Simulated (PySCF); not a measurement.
## Excitation energy of Sn by level of theory

Sn [Kr] 4d10 5s2 5p2 (3P) → Sn [Kr] 4d10 5s2 5p1 5d1 (high-spin determinant), as a difference of total energies. Calculation: PySCF 2.14, in aug-cc-pwCVDZ-PP with ECP28MDF (6s5p4d1f, 48 functions); scalar relativity through the core potential. Correlated levels: valence and next inner shell: nothing frozen outside the core potential. The calculations carry no spin-orbit coupling.

```tsv
method	excitation energy (cm⁻¹)
UHF	51638
MP2 (valence and next inner shell)	52479
SCS-MP2 (valence and next inner shell)	51877
CCSD (valence and next inner shell)	50278
CCSD(T) (valence and next inner shell)	48310
```

The promoted electron is Rydberg-like, and one or two diffuse shells describe it only roughly, which tends to raise the upper state.

The coupled-cluster amplitudes are large for the upper state (T1 above 0.03 or a double amplitude above 0.15), so a single reference is strained.

The determinant of the upper state mixes LS terms, which raises its energy above the lowest term, most at the Hartree-Fock and MP2 levels.
